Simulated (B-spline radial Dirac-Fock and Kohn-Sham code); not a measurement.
## Auger decay of the M3 hole in Rh⁺

System: rhodium as Rh⁺, configuration 1s2 2s2 2p6 3s2 3p6 3d10 4s2 4p6 4d8, inside a Watson sphere of charge -1 and radius 2.2 Å (a model of the Madelung potential; inside it an electron's potential energy is raised by 6.5 eV).

Input file task.json (cfg lists n, l and occupation; rrms is the nuclear radius in fm):

```json
{"items": [{
  "Z": 45,
  "q": 1,
  "cfg": [[1, 0, 2], [2, 0, 2], [2, 1, 6], [3, 0, 2], [3, 1, 6], [3, 2, 10], [4, 0, 2], [4, 1, 6], [4, 2, 8]],
  "A": 103,
  "rrms": 4.4945,
  "watson": [-1, 2.2],
  "do": ["binding", "quiet", "decay"],
  "holes": ["K", "L1", "L2", "L3", "M1", "M2", "M3", "M4", "M5", "N1", "N2", "N3"]
}]}
```

Launch: `python xray_run.py task.json out`

Calculated with an atomic code on a B-spline grid, using a relativistic independent-particle model: LDA orbitals of the hole state, radiative multipoles to third order, Auger rates from the Coulomb interaction with a continuum orbital, Dirac-Fock energies. Kinetic energies are configuration averages from the vacuum level; the two-hole energies are estimated from single-hole states.

```tsv
transition	kinetic energy (eV)	width (meV)	share (%)
M3-M4N1	–	123	3.3
M3-M5N1	–	583	15.6
M3-M4N2	–	84.2	2.3
M3-M4N3	–	566	15.2
M3-M5N2	–	557	15.0
M3-M5N3	–	1210	32.6
M3-M4N4	–	31.6	0.8
M3-M4N5	–	19.6	0.5
M3-M5N4	–	87.0	2.3
M3-M5N5	–	184	4.9
M3-N1N3	337.2	40.2	1.1
M3-N2N3	370.0	42.3	1.1
M3-N3N3	373.6	63.2	1.7
M3-N3N4	424.5	48.3	1.3
M3-N3N5	425.4	66.1	1.8
```

A dash stands for an energy that rests on an unreliable hole state.

Coster-Kronig rates are the weakest part of this model and often come out 1.5 to 2.5 times too large. The listed channels hold 100 % of the non-radiative rate. Summed by principal shells, of 3.73 eV in all: MMN 92.5 %, MNN 7.5 %.
